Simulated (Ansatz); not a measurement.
A search over several starts for the lowest SCF solution of TaNF3H⁺, that is Ta(NH)F3 with one electron fewer at the given spin, in a small basis.

```yaml
crystal:
  periodic: [false, false, false]
  atoms:
    - {symbol: Ta, position_ang: [-0.006741, -0.003246, -0.473779]}
    - {symbol: N, position_ang: [0.018184, 0.008898, 1.288309]}
    - {symbol: H, position_ang: [0.032709, 0.015770, 2.302338]}
    - {symbol: F, position_ang: [1.783927, -0.002137, -1.064483]}
    - {symbol: F, position_ang: [-0.918529, 1.548216, -1.036867]}
    - {symbol: F, position_ang: [-0.909548, -1.567511, -1.015518]}
basis:
  gaussian: {orbitals: def2-SVP}
total_charge: 1
magnetization: {spin_polarized: true, initial_magnetization: 1}
hamiltonian: {xc: pbe0, dispersion: d4}
output: {orbitals: {seedname: orbitals}}
```

```sh
$ ansatz run in.yaml --threads 2 --pin off --events-out ev --progress --plain --max-ram 4352MiB
```

Output, abridged:

```
Functional definition: PBE0
890 factors; integrals over basis functions are off by at most 7.9e-4 eV
mean field evaluation 1: about -11170.7551 eV, gradient 6.9e1 eV
mean field evaluation 2: about -11065.9725 eV, gradient 1.9e2 eV
mean field evaluation 4: about -11186.1970 eV, gradient 1.1e1 eV
mean field evaluation 8: about -11186.8035 eV, gradient 7.0e-1 eV
mean field evaluation 16: about -11186.8057 eV, gradient 3.3e-3 eV
mean field evaluation 32: about -11186.8043 eV, gradient 4.8e-1 eV
mean field evaluation 64: about -11186.8057 eV, gradient 2.9e-4 eV
mean field -11186.80572164 eV, -411.1075275810 hartree, gradient 3.0e-6 eV, S^2 0.755502; 3 other end points of the search recorded, 0 dependent functions left out
reference -11186.80576932 eV, -411.1075293331 hartree; 24, 23 occupied and 69, 70 virtual orbitals, 890 factors
Total energy: -11186.88861605 eV, -411.1105738945 hartree
```

It took 73 s on 2 threads of Arm Neoverse V1 on a shared host.

In the def2 sets Ta takes a core potential; there is no spin–orbit coupling.
